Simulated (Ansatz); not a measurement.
Consider the ligand exchange at the Si–Te bond: `B[Te][SiH2]N` + `N[Si](O)(F)F` → `N[SiH2]O[Si](N)(F)F` + `B[TeH]`.

Computed with Ansatz on PBE0-D4/def2-TZVP structures; ΔE is electronic, products minus reactants. CCSD(T)/CBS is the MP2 limit (def2-TZVPP, def2-QZVPP) plus CCSD(T) − MP2 in def2-TZVPP, frozen cores. Functionals use def2-TZVPP. Elements past krypton have def2 core potentials. For Te outer-core shells are correlated without core-valence functions, which leaves a few kJ/mol of doubt a bond. Each species was taken in one conformer, which may not be the lowest.

```
             level  ΔE (kJ/mol)
            r2SCAN        -64.9
CCSD(T)/def2-TZVPP        -72.0
     HF/def2-QZVPP        -93.0
      HF/CBS(def2)        -93.4
```

Q: What does CCSD(T)/CBS give? (An estimate is asked.)

A: The calculation gave: -67.8 kJ/mol. The listed levels differ from it by 2.9, -4.2, -25.2, -25.6 kJ/mol.

Largest T1 diagnostic among the species: 0.015.

In def2-TZVPP, CCSD(T) changes the Hartree–Fock value by +18.6 kJ/mol (the triples alone add +4.3 kJ/mol) and MP2 by +26.2 kJ/mol. From PBE to PBE0 (25 % exact exchange), in def2-TZVPP and without D4, ΔE moves by −6.6 kJ/mol.
